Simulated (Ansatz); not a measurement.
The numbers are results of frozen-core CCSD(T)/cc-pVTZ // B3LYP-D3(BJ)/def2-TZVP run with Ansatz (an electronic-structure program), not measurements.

Ansatz 0.2 input:
```yaml
crystal:
  periodic: [false, false, false]
  atoms:
    - { symbol: C, position_ang: [-1.038891, -0.397146, -0.731666] }
    - { symbol: C, position_ang: [-0.085103, 0.213802, -0.030175] }
    - { symbol: N, position_ang: [0.940007, -0.40643, 0.692695] }
    - { symbol: O, position_ang: [-0.04783, 1.575387, 0.074659] }
    - { symbol: H, position_ang: [-0.992098, -1.458953, -0.919369] }
    - { symbol: H, position_ang: [-1.867749, 0.168045, -1.127412] }
    - { symbol: H, position_ang: [0.895006, -1.414557, 0.664523] }
    - { symbol: H, position_ang: [1.864926, -0.078012, 0.441573] }
    - { symbol: H, position_ang: [0.331734, 1.797865, 0.935174] }
basis:
  gaussian: { orbitals: cc-pVTZ }
correlation:
  method: ccsd_t
```

Output:

```
Functional definition: HF
1104 factors; integrals over basis functions are off by at most 1.2e-3 eV
mean field evaluation 1: about -5656.9006 eV, gradient 4.0e1 eV
mean field evaluation 2: about -5656.9062 eV, gradient 4.0e1 eV
mean field evaluation 4: about -5660.3517 eV, gradient 3.5e0 eV
mean field evaluation 8: about -5660.3954 eV, gradient 1.1e-1 eV
mean field evaluation 16: about -5660.3854 eV, gradient 1.2e0 eV
mean field -5660.39554702 eV, -208.0156995989 hartree, gradient 3.7e-6 eV, S^2 0.000000; 0 other end points of the search recorded, 0 dependent functions left out
4 core orbitals not correlated
reference -5660.39554702 eV, -208.0156995989 hartree; 12, 12 occupied and 174, 174 virtual orbitals, 1104 factors
second order -21.20569134 eV of doubles, -0.00000000 eV of singles
cycle   1  -21.23264889 eV  change   -2.7e-2 eV  update   9.1e-2
cycle   2  -21.71237111 eV  change   -4.8e-1 eV  update   2.7e-2
cycle   3  -21.81951439 eV  change   -1.1e-1 eV  update   1.4e-2
cycle   4  -21.80863514 eV  change    1.1e-2 eV  update   3.5e-3
cycle   5  -21.80825735 eV  change    3.8e-4 eV  update   1.4e-3
cycle   6  -21.80873759 eV  change   -4.8e-4 eV  update   4.5e-4
cycle   7  -21.80839597 eV  change    3.4e-4 eV  update   1.5e-4
cycle   8  -21.80836193 eV  change    3.4e-5 eV  update   5.2e-5
cycle   9  -21.80837498 eV  change   -1.3e-5 eV  update   2.1e-5
perturbative correction -0.90685931 eV, -0.0333264651 hartree
Total energy: -5683.11078131 eV, -208.8504690622 hartree
```

Cost: around 80 core-seconds (rough).
